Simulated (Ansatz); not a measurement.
`[GaH2][NH]B1CS1` + H–F → `FB1CS1` + `[NH2][GaH2]`  (ligand exchange at a B–N bond)

Isolated molecules relaxed with PBE0-D4/def2-TZVP in Ansatz; ΔE leaves out vibrations. CCSD(T)/CBS adds triple-zeta CCSD(T) − MP2 to the extrapolated MP2 energy (def2 sets, frozen cores). This one scheme is used for every species. DFT in def2-TZVPP. For Ga outer-core shells are correlated without core-valence functions, which leaves a few kJ/mol of doubt a bond. Scalar relativity is left out up to krypton. Each species was taken in one conformer, which may not be the lowest.

`[GaH2][NH]B1CS1`:

Z-matrix (Å, degrees):
```
C
S 1 1.872
B 1 1.531 2 61.7
H 1 1.087 2 113.5 3 114.3
H 1 1.087 2 113.5 3 -114.3
N 3 1.391 1 146.0 2 180.0
Ga 6 1.851 3 124.6 1 -0.0
H 6 1.010 3 116.8 1 -180.0
H 7 1.556 6 116.0 3 0.0
H 7 1.561 6 115.8 3 -180.0
```

H–F:

```xyz
2

F    -0.351    0.169   -0.245
H     0.351   -0.169    0.245
```

`FB1CS1`:

Cartesian coordinates in Å:
```
F 1.908 0.394 0.830
B 0.854 0.145 0.099
C -0.650 -0.091 0.093
S 0.320 -0.124 -1.539
H -1.356 0.731 0.157
H -1.076 -1.055 0.359
```

`[NH2][GaH2]`:

Cartesian coordinates in Å:
```
N 0.684 -0.329 0.576
Ga -0.618 0.297 -0.520
H 1.617 -0.553 0.272
H 0.561 -0.495 1.560
H -0.239 0.490 -2.022
H -2.005 0.589 0.134
```

```
             level  ΔE (kJ/mol)  difference from CCSD(T)/CBS
       LDA (SPW92)         -8.3                         -8.6
            B97M-V        -16.8                        -17.1
        r2SCAN0-D4         -5.4                         -5.7
          BHLYP-D4         -3.8                         -4.1
      CAM-B3LYP-D4        -10.0                        -10.3
              PBE0         -7.2                         -7.5
         CAM-B3LYP        -16.9                        -17.2
RPA@PBE/def2-TZVPP         -3.5                         -3.8
   CCSD/def2-TZVPP         -2.0                         -2.3
    CCSD/CBS(def2)         -1.4                         -1.7
       CCSD(T)/CBS          0.3                            0
```

Largest T1 diagnostic among the species: 0.014.

The D4 term adds +11.2 kJ/mol with B3LYP and +6.4 kJ/mol with PBE0; it sums over pairs of atoms, weighted by their polarisabilities, and B3LYP, whose exchange is more repulsive, gets the larger term. From r2SCAN to r2SCAN0 (25 % exact exchange), in def2-TZVPP and without D4, ΔE moves by +4.9 kJ/mol. Leaving LDA and LC-ωPBE aside and taking each functional with its dispersion term where it has one, the values, not all of them listed here, spread over 17.1 kJ/mol, from B97M-V to PBE-QIDH. LDA lies +4.3 kJ/mol from PBE without D4.

B3LYP here is the variant with VWN-RPA as its local correlation; programs differ in this.
